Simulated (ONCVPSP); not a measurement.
**Reading a pseudo-wave (Ta)**

Columns: radius, all-electron u(r) and pseudo u(r) of the 5d shell (level -3.45 eV) of tantalum in the configuration [Kr] 4d10 4f14 5s2 5p6 5d3 6s2; BLYP, scalar-relativistic, ONCV scheme, ONCVPSP 4.0.1.

```tsv
r (bohr)	all-electron	pseudo
0.113	0.1965	0.0017
0.225	-0.0280	0.0129
0.338	-0.2688	0.0413
0.450	-0.2788	0.0900
0.563	-0.1409	0.1592
0.675	0.0435	0.2430
0.788	0.2235	0.3356
0.900	0.3743	0.4271
1.013	0.4930	0.5114
1.125	0.5791	0.5816
1.238	0.6387	0.6357
1.350	0.6758	0.6723
1.463	0.6957	0.6934
1.575	0.7022	0.7011
1.688	0.6988	0.6984
1.800	0.6881	0.6880
1.913	0.6721	0.6720
2.025	0.6525	0.6525
2.138	0.6303	0.6303
2.250	0.6067	0.6067
2.363	0.5821	0.5820
2.475	0.5572	0.5572
2.588	0.5322	0.5321
2.700	0.5076	0.5076
2.813	0.4833	0.4832
2.925	0.4598	0.4597
```

(1) How many radial nodes do the two functions have?

(2) At about which radius was the pseudo-wave matched?

(3) Where does each function peak?

(4) Is the pseudo-wave norm-conserving?

## Answers

(1) The all-electron 5d function has n − l − 1 = 2; the pseudo-wave has 0, since the states of the same l below it are removed with the core.

(2) 2.25 bohr. The columns agree to 0.0005 from 1.69 bohr on; several derivatives are matched, so the curves merge somewhat inside the radius.

(3) Outermost all-electron maximum near 1.57 bohr, pseudo maximum near 1.57 bohr (to the table’s step).

(4) Yes: the ONCV scheme keeps the norm inside the radius equal to the all-electron one, which fixes the energy derivative of the logarithmic derivative at the level.
